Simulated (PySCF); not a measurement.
H₂MoOS₃, SMILES [OH][Mo](=[S])(=[S])[SH], multiplicity 1. The structure is a stationary point at B3LYP-D3(BJ)/def2-SVP. The multiplicity is an assumed one; no other spin state was optimised. The structure was generated by enumeration; whether it is a known compound was not checked. The def2 effective core potentials stand for the cores of Mo; spin–orbit coupling is left out. One conformer was computed; it need not be the lowest.

Computed equilibrium geometry at B3LYP-D3(BJ)/def2-SVP (PySCF confirms it by a frequency run) as bond lengths and angles (one conformer of several):
Atoms: Mo1 S2 S3 O4 H5 S6 H7. Bonds (Å): Mo1–S2 2.117, Mo1–S3 2.113, Mo1–O4 1.870, Mo1–S6 2.332, O4–H5 0.969, S6–H7 1.357. Angles (°): S2–Mo1–S3 111.3, S2–Mo1–O4 109.3, S2–Mo1–S6 109.2, S3–Mo1–O4 112.2, S3–Mo1–S6 103.5, O4–Mo1–S6 111.1, Mo1–O4–H5 122.5, Mo1–S6–H7 95.5.
